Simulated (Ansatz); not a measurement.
Basis-set extrapolation for CH10AlBSi2, SMILES `[AlH2][SiH2]BC[SiH3]` (PBE0-D4/def2-TZVP geometry, frozen core, Ansatz 0.2.0). Multiplicity 1, RHF reference.

```tsv
	def2-TZVPP	def2-QZVPP
HF	-888.173218	-888.201149
MP2 correlation	-0.612075	-0.653117
CCSD(T) correlation	-0.721041	not run
```

Energies in hartree. Use E(X) = E(∞) + A·exp(−7.88·√X) for Hartree–Fock and E(X) = E(∞) + B·X^(−2.97) for correlation, with X = 3 and 4, and add CCSD(T) minus MP2 of the smaller set to the MP2 limit.

Q: What is the CCSD(T) energy at the basis-set limit?

A: HF limit: -888.201149 + (-0.027931) × 0.13774 = -888.20500. MP2 limit: -0.653117 + (-0.041042) × 0.74074 = -0.68352. Higher-order term: -0.721041 − (-0.612075) = -0.10897. Total: -888.99749 hartree, 271.0 kJ/mol below CCSD(T)/def2-TZVPP.
